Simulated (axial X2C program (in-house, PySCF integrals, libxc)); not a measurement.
**Outer orbitals of CoB⁺ at 1.910 Å, HF**

All values were computed with an axial X2C code built on PySCF integrals. Spin-free means the one-electron spin-free X2C Hamiltonian; two-component (2c) means X2C with spin–orbit coupling and atomic mean-field two-electron Coulomb and Gaunt terms, so the difference of the two also holds small scalar two-electron terms. Basis: Co dyall-cv3z [9s10p6d3f2g], B dyall-v3z [7s6p2d1f] (cores contracted in-house); Gaussian nuclei, density fitting, unrestricted open shells. Masses: Co 58.933 u, B 11.009 u.

The distance is close to the 2c PBE0 minimum; the highest filled and lowest empty levels are listed.

Spin-free orbitals, state M_S = 3/2, Λ = 2 (beyond evenly filled blocks: 2 × σα, δ+α, δ+β, δ-α) (Löwdin shares):

| symmetry | occupied | ε (eV) | atomic character |
| --- | --- | --- | --- |
| σα | yes | -23.22 | 51% Co d, 36% B s, 6% Co p |
| δ+α | yes | -20.86 | 100% Co d |
| δ-α | yes | -20.86 | 100% Co d |
| σα | yes | -20.43 | 44% Co d, 35% B s, 7% B p |
| σβ | yes | -20.16 | 60% B s, 14% Co p, 14% Co s |
| π+α | yes | -20.08 | 97% Co d |
| π-α | yes | -20.08 | 97% Co d |
| π+β | yes | -18.26 | 95% Co d, 3% B p |
| δ+β | yes | -18.11 | 100% Co d |
| π-β | yes | -16.95 | 93% Co d, 5% B p |
| σα | yes | -15.68 | 75% B p, 16% Co s, 5% Co d |
| π-α | no | -5.03 | 67% B p, 30% Co p, 4% Co d |
| π+α | no | -5.03 | 67% B p, 30% Co p, 4% Co d |
| σβ | no | -4.91 | 44% Co s, 26% B p, 25% Co p |
| π+β | no | -4.57 | 63% B p, 33% Co p, 4% Co d |

Spinors with spin–orbit coupling (state Ω = 7/2):

| ω | occupied | ε (eV) | atomic character | λ mixture |
| --- | --- | --- | --- | --- |
| 1/2 | yes | -23.22 | 51% Co d, 36% B s, 6% Co p | 100% σ |
| -3/2 | yes | -20.95 | 100% Co d | 100% δ |
| 5/2 | yes | -20.77 | 100% Co d | 100% δ |
| 1/2 | yes | -20.43 | 44% Co d, 35% B s, 7% B p | 100% σ |
| -1/2 | yes | -20.22 | 45% Co d, 34% B s, 8% Co p | 59% σ, 41% π |
| -1/2 | yes | -20.08 | 59% Co d, 25% B s, 6% Co p | 58% π, 42% σ |
| 3/2 | yes | -20.04 | 97% Co d | 100% π |
| 1/2 | yes | -18.32 | 95% Co d, 3% B p | 100% π |
| 3/2 | yes | -18.19 | 100% Co d | 100% δ |
| -3/2 | yes | -16.89 | 93% Co d, 5% B p | 100% π |
| 1/2 | yes | -15.67 | 75% B p, 16% Co s, 5% Co d | 100% σ |
| -1/2 | no | -5.04 | 66% B p, 30% Co p, 4% Co d | 100% π |
| 3/2 | no | -5.02 | 67% B p, 30% Co p, 4% Co d | 100% π |
| -1/2 | no | -4.91 | 44% Co s, 26% B p, 25% Co p | 100% σ |
| 1/2 | no | -4.58 | 60% B p, 33% Co p, 4% Co d | 95% π, 5% σ |

Mulliken charges and populations of the two-component result (they depend on the basis, above all on diffuse functions):

Co 0.78 e (s 6.29 p 12.08 d 7.85), B 0.22 e (s 3.73 p 1.01 d 0.03). ⟨Lz⟩ = 2.00 ħ and ⟨Sz⟩ = 1.50 ħ (1.10 and 0.40 on the two atoms), which add up to Ω.

The state is one determinant whose occupation by symmetry is held fixed; it was picked as the lowest of a PBE0 search that is not exhaustive. Other states lie close and PBE0, whose exact exchange favours high spin, may order them wrongly; the determinant shown need not be the ground state. The nearest other spin-free determinant of the search, M_S = 3/2, Λ = 0, lies 0.37 eV up at the distance of the search. With several unpaired electrons one determinant need not be a pure state.
